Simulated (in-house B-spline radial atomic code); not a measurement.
A fraction x of an electron is removed from 5s in the barium ion Ba⁵⁺, starting from [Kr] 4d10 5s2 5p3 and keeping the highest spin. Computed with a B-spline radial code for spherical atoms: scalar-relativistic (X2C) PBE, spin-polarised, spherical fractional occupations, Fermi nucleus of rms radius 4.8378 fm.

| x | E(x) - E(0) (eV) | 5s down level (eV) |
| --- | --- | --- |
| 0 | 0.0000 | -81.239 |
| 0.08 | 6.5407 | -82.279 |
| 0.21 | 17.3473 | -83.978 |
| 0.34 | 28.3753 | -85.687 |
| 0.43 | 36.1407 | -86.878 |
| 0.5 | 42.2547 | -87.809 |
| 0.55 | ? | ? |
| 0.74 | 63.7148 | -91.033 |
| 0.79 | 68.2833 | -91.707 |
| 0.95 | ? | ? |
| 1 | 87.8327 | - |

Question: What belongs in the row x = 0.55?

Answer: An energy change of 46.6618 eV; 5s down at -88.476 eV.

Question: What belongs in the row x = 0.95?

Answer: An energy change of 83.1269 eV; 5s down at -93.814 eV.

Question: Check Janak's theorem between x = 0.08 and 0.21.

Answer: The slope of the energy is 83.13 eV; the orbital levels give 83.13 eV (-ε of the emptying orbital, averaged over the two points).
